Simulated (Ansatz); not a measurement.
System: sum formula AlHBr$_{2}$, net charge 0, singlet state. SMILES: [Br][AlH][Br]
Coordinates optimised at B3LYP-D3(BJ)/def2-TZVP (Ansatz, a quantum-chemistry and plane-wave program):
```
Al
H 1 1.5591
Br 1 2.2509 2 120.73
Br 1 2.2509 2 120.73 3 180.00
```

Property: vertical electron affinity (to the doublet state of charge -1; a negative value means that the extra electron is unbound and the number depends on the basis; each state is the SCF solution reached for its spin), in eV. Valence correlation only, unless marked. UHF or UKS for open shells. Spin-orbit coupling is left out. The frozen core is the preceding noble-gas configuration, with the filled d and f shells of earlier blocks. No relativistic terms. Anions need diffuse functions: def2-D sets add few. CBS marks a two-point X^-3 extrapolation of the correlation energy; Hartree-Fock from the larger set. The bracket is a focal-point correction in the basis named.

| level | program | vertical electron affinity (eV) |
|---|---|---|
| HF/def2-TZVPPD | Ansatz | -0.51 |
| SVWN5/def2-TZVPD | Ansatz | 0.32 |
| PBE/def2-TZVPD | Ansatz | 0.23 |
| r2SCAN/def2-TZVPD | Ansatz | 0.26 |
| B3LYP/def2-TZVPD | Ansatz | 0.14 |
| BHLYP/def2-TZVPD | Ansatz | -0.03 |
| CAM-B3LYP/def2-TZVPD | Ansatz | 0.10 |
| MP2/def2-SVPD | Ansatz | -0.20 |
| MP2/def2-QZVPPD | Ansatz | -0.01 |
| MP2/CBS(def2-TZVPPD,def2-QZVPPD) | Ansatz | 0.01 |
| RI-MP2/CBS(def2-TZVPPD,def2-QZVPPD) | Ansatz | 0.01 |
| SCS-MP2/def2-SVPD | Ansatz | -0.29 |
| SCS-MP2/def2-QZVPPD | Ansatz | -0.12 |
| CCSD/def2-SVPD | Ansatz | -0.15 |
| CCSD/def2-TZVPPD | Ansatz | -0.05 |
| CCSD/def2-QZVPPD | Ansatz | 0.02 |
| CCSD(T)/def2-TZVPPD | Ansatz | -0.01 |
| RI-MP2/CBS(def2-TZVPPD,def2-QZVPPD)+[CCSD(T)-MP2]/def2-SVPD | Ansatz | 0.09 |
| RI-MP2/CBS(def2-TZVPPD,def2-QZVPPD)+[CCSD(T)-MP2]/def2-TZVPPD | Ansatz | 0.09 |
| RI-MP2/CBS(def2-TZVPPD,def2-QZVPPD)+[CCSD(T)-MP2]/def2-QZVPPD | Ansatz | 0.10 |
